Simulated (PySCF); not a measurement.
A calculated (LDA, PySCF 2.14, x2c-TZVPPall, scalar relativity by spin-free X2C-1e) atom or ion has these occupied shells.

```json
{"shell": "1s α", "electrons": "1", "orbital energy (eV)": "-57147.4", "rms radius, mean of both spins (bohr)": "0.0231"}
{"shell": "1s β", "electrons": "1", "orbital energy (eV)": "-57147.4", "rms radius, mean of both spins (bohr)": "0.0231"}
{"shell": "2s α", "electrons": "1", "orbital energy (eV)": "-9601.3", "rms radius, mean of both spins (bohr)": "0.0936"}
{"shell": "2s β", "electrons": "1", "orbital energy (eV)": "-9601.2", "rms radius, mean of both spins (bohr)": "0.0936"}
{"shell": "2p α", "electrons": "3", "orbital energy (eV)": "-8517.5", "rms radius, mean of both spins (bohr)": "0.0843"}
{"shell": "2p β", "electrons": "3", "orbital energy (eV)": "-8517.5", "rms radius, mean of both spins (bohr)": "0.0843"}
{"shell": "3s α", "electrons": "1", "orbital energy (eV)": "-2150.6", "rms radius, mean of both spins (bohr)": "0.241"}
{"shell": "3s β", "electrons": "1", "orbital energy (eV)": "-2149.7", "rms radius, mean of both spins (bohr)": "0.241"}
{"shell": "3p α", "electrons": "3", "orbital energy (eV)": "-1819.2", "rms radius, mean of both spins (bohr)": "0.241"}
{"shell": "3p β", "electrons": "3", "orbital energy (eV)": "-1818.3", "rms radius, mean of both spins (bohr)": "0.241"}
{"shell": "3d α", "electrons": "5", "orbital energy (eV)": "-1393.2", "rms radius, mean of both spins (bohr)": "0.221"}
{"shell": "3d β", "electrons": "5", "orbital energy (eV)": "-1392.5", "rms radius, mean of both spins (bohr)": "0.221"}
{"shell": "4s α", "electrons": "1", "orbital energy (eV)": "-422.76", "rms radius, mean of both spins (bohr)": "0.541"}
{"shell": "4s β", "electrons": "1", "orbital energy (eV)": "-420.98", "rms radius, mean of both spins (bohr)": "0.541"}
{"shell": "4p α", "electrons": "3", "orbital energy (eV)": "-313.21", "rms radius, mean of both spins (bohr)": "0.575"}
{"shell": "4p β", "electrons": "3", "orbital energy (eV)": "-311.46", "rms radius, mean of both spins (bohr)": "0.575"}
{"shell": "4d α", "electrons": "5", "orbital energy (eV)": "-163.89", "rms radius, mean of both spins (bohr)": "0.630"}
{"shell": "4d β", "electrons": "5", "orbital energy (eV)": "-162.17", "rms radius, mean of both spins (bohr)": "0.630"}
{"shell": "5s α", "electrons": "1", "orbital energy (eV)": "-50.701", "rms radius, mean of both spins (bohr)": "1.34"}
{"shell": "5s β", "electrons": "1", "orbital energy (eV)": "-49.641", "rms radius, mean of both spins (bohr)": "1.34"}
{"shell": "5p α", "electrons": "3", "orbital energy (eV)": "-25.558", "rms radius, mean of both spins (bohr)": "1.62"}
{"shell": "5p β", "electrons": "3", "orbital energy (eV)": "-24.594", "rms radius, mean of both spins (bohr)": "1.62"}
{"shell": "4f α", "electrons": "7", "orbital energy (eV)": "-2.388", "rms radius, mean of both spins (bohr)": "0.957"}
{"shell": "5d α", "electrons": "2", "orbital energy (eV)": "-1.162", "rms radius, mean of both spins (bohr)": "4.57"}
{"shell": "4f β", "electrons": "5", "orbital energy (eV)": "-0.891", "rms radius, mean of both spins (bohr)": "0.957"}
```

Question: Name the element and its charge.

Answer: Er (erbium, neutral), in [Xe] 4f12 5d2, one real determinant (an excited configuration).
